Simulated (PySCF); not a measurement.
**From computed data to an observable: chemical shift, span and skew from a shielding tensor**

Zn(Br)(OSiH3) (BrH3OSiZn), SMILES [Br][Zn][O][SiH3]. Atoms are numbered in the order given.

```xyz
7

Zn     0.1820     0.0868     0.0000
Br    -0.1218    -2.1176     0.0000
O      0.5226     1.8197     0.0000
Si    -0.2721     3.2674     0.0000
H     -1.1451     3.4187     1.2037
H      0.7230     4.3739     0.0000
H     -1.1451     3.4187    -1.2037
```

The structure is a stationary point at TPSSh-D3(BJ)/def2-SVP. The structure was generated by enumeration; whether it is a known compound was not checked. The values are those of a single conformer.

GIAO shieldings from PBE/pcSseg-1 (PySCF), non-relativistic, no solvent. The symmetric part of the tensor of Si4 has the principal values 308.8, 318.1, 475.8 ppm. The same nucleus in TMS has σ = 335.4 ppm at this level (PySCF, at its B3LYP-D3(BJ)/def2-TZVP geometry). Without spin–orbit terms, shifts of atoms bonded to Cl or Br come out too high.

Q: Work out the isotropic shielding, the ²⁹Si shift against TMS, the span and the skew.

A: 
σ(iso) = (σ11 + σ22 + σ33)/3 = 367.6 ppm. δ = σ(ref) − σ(iso) = 335.4 − (367.6) = -32.2 ppm.
Span Ω = σ33 − σ11 = 167.0 ppm. Skew κ = 3(σ(iso) − σ22)/Ω = 0.89. Tumbling in solution averages the tensor to δ; in a static solid the shielding alone would spread this spin-1/2 line over Ω.
